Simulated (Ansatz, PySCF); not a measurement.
Gas-phase reaction (SMILES): C=C[Si](F)(F)F [ethenyl(trifluoro)silane] + O (H2O) → O[Si](F)(F)F [trifluoro(hydroxy)silane] + C=C (C2H4); water cleaves one Si-C bond, a model of a ligand-exchange step.

Each molecule is optimised on its own at B3LYP-D3(BJ)/def2-TZVP (Ansatz, a quantum-chemistry and plane-wave program), one conformer each, not searched for the lowest. Correlated levels leave the core frozen unless marked. Spin-orbit coupling is left out. Non-relativistic. CBS marks a two-point X^-3 extrapolation of the correlation energy; Hartree-Fock from the larger set. Thermal terms are rigid-rotor harmonic-oscillator values from B3LYP-D3(BJ) frequencies (Ansatz or PySCF) at 298.15 K and 1 atm. 1 Eh = 627.5095 kcal/mol.

```json
[
 {"species": "C=C[Si](F)(F)F", "E, CCSD(T)/CBS(cc-pV(T+d)Z,cc-pV(Q+d)Z) (Ansatz) (Eh)": "-666.55405", "E, B3LYP-D3(BJ)/def2-TZVPD (Ansatz + dftd3) (Eh)": "-667.44959", "H - E (Eh)": "0.05993", "G - E (Eh)": "0.02079"},
 {"species": "O (H2O)", "E, CCSD(T)/CBS(cc-pV(T+d)Z,cc-pV(Q+d)Z) (Ansatz) (Eh)": "-76.37426", "E, B3LYP-D3(BJ)/def2-TZVPD (Ansatz + dftd3) (Eh)": "-76.46738", "H - E (Eh)": "0.02495", "G - E (Eh)": "0.00353"},
 {"species": "O[Si](F)(F)F", "E, CCSD(T)/CBS(cc-pV(T+d)Z,cc-pV(Q+d)Z) (Ansatz) (Eh)": "-664.49289", "E, B3LYP-D3(BJ)/def2-TZVPD (Ansatz + dftd3) (Eh)": "-665.32541", "H - E (Eh)": "0.03005", "G - E (Eh)": "-0.00588"},
 {"species": "C=C (C2H4)", "E, CCSD(T)/CBS(cc-pV(T+d)Z,cc-pV(Q+d)Z) (Ansatz) (Eh)": "-78.47456", "E, B3LYP-D3(BJ)/def2-TZVPD (Ansatz + dftd3) (Eh)": "-78.62799", "H - E (Eh)": "0.05494", "G - E (Eh)": "0.03009"}
]
```

**Question.** Work out ΔE and ΔH, ΔG, ΔS and the equilibrium constant at 298.15 K at the first level, then ΔH at the second.

**Answer.** 
1. ΔE = [(-664.49289) + (-78.47456)] - [(-666.55405) + (-76.37426)] = -0.03914 Eh = -24.6 kcal/mol at CCSD(T)/CBS(cc-pV(T+d)Z,cc-pV(Q+d)Z).
2. The terms H - E add up to 0.00011 Eh, so ΔH = (-0.03914 + (0.00011))×627.5095 = -24.5 kcal/mol.
3. The terms G - E add up to -0.00011 Eh, so ΔG = -24.6 kcal/mol, and ΔS = (0.00011 - (-0.00011))×627509.5/298.15 = 0.5 cal/(mol K).
4. log10 K = -ΔG/(RT ln 10) = 18.0, with RT ln 10 = 1.3642 kcal/mol.
5. At B3LYP-D3(BJ)/def2-TZVPD the same steps give ΔE = -22.9 and ΔH = -22.8 kcal/mol, a shift of +1.7 from the first level.
6. These values are not checked against measurement here, since the tables used lack a sound gas-phase enthalpy of formation for at least one species.
